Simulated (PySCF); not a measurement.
Level of theory: PySCF 2.14.0 with TPSSh-D3(BJ)/def2-TZVP. Isolated molecules, 0 K electronic values unless said otherwise. 

Reference species (SMILES): `[Br][GaH][Br]` (neutral, multiplicity 1).

- dipole moment = 1.39 D

Changed species: `[Br][Ga]([Br])[Br]` (whole molecule; the reference has whole molecule).

Question: Predict the effect on the dipole moment.

Answer: the dipole moment falls by 1.39 D, to 0.00 D.
